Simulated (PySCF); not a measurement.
## Two-component Hartree-Fock for Zr+ (zirconium, charge +1)

Start: [Kr] 4d1 5s1 5p1; 4d5/2 filled at m_j = +5/2; 5s1/2 filled at m_j = +1/2; 5p3/2 filled at m_j = +3/2. Calculated with PySCF 2.14 in x2c-TZVPall-2c with one added diffuse shell each of s, p, d type (9s10p8d1f, 86 functions): generalised Hartree-Fock with the X2C-1e Hamiltonian and a Gaussian nucleus; one run each with spin-orbit coupling (SO) switched off, then screened by Boettger's factors. This is a chosen level, not necessarily the ground level.

```csv
spinor shell,electrons,"ε, spin-free (eV)","ε, screened SO (eV)",weight of nominal j (screened SO),"rms radius, screened SO (bohr)"
1s1/2,2,-18109.0,-18108.3,1.000,0.0426
2s1/2,2,-2590.9,-2590.7,1.000,0.176
2p1/2,2,-2305.5,-2364.7,1.000,0.154
2p3/2,4,-2305.5,-2277.6,1.000,0.158
3s1/2,2,-465.24,-465.27,1.000,0.488
3p1/2,2,-369.55,-379.44,1.000,0.489
3p3/2,4,-369.55,-364.99,1.000,0.499
3d3/2,4,-212.30,-213.84,0.997,0.494
3d5/2,6,-212.30,-211.37,0.998,0.497
4s1/2,2,-78.978,-79.044,1.000,1.29
4p3/2,4,-51.153,-50.714,0.957,1.46
4p1/2,2,-51.153,-52.310,0.914,1.44
4d5/2,1,-18.304,-18.280,1.000,2.22
5s1/2,1,-15.038,-15.051,0.913,3.47
5p3/2,1,-10.417,-10.375,1.000,4.29
```

```
   quantity    spin-free  screened SO
E (hartree)  -3595.66295  -3596.00554
        M_J          9/2          9/2
       ⟨J²⟩       25.324       25.231
       ⟨L²⟩       12.572       12.541
       ⟨S²⟩        3.751        3.756
```

The determinant has a definite M_J but mixes levels of different J.

Each row is a mean over spinors that exchange with the open shell spreads, by up to 3.956 eV (4p3/2).

Breit and QED terms are absent; they matter most for the inner s and p1/2 levels.

Densities and radii are taken from the X2C orbitals without a picture-change correction, which distorts them close to the nucleus.

Without spin-orbit coupling the j labels of p, d and f shells carry no meaning; the spin-free column gives the mean over the occupied spinors of each nl shell, and its ⟨J²⟩ belongs to a mixture of degenerate components.
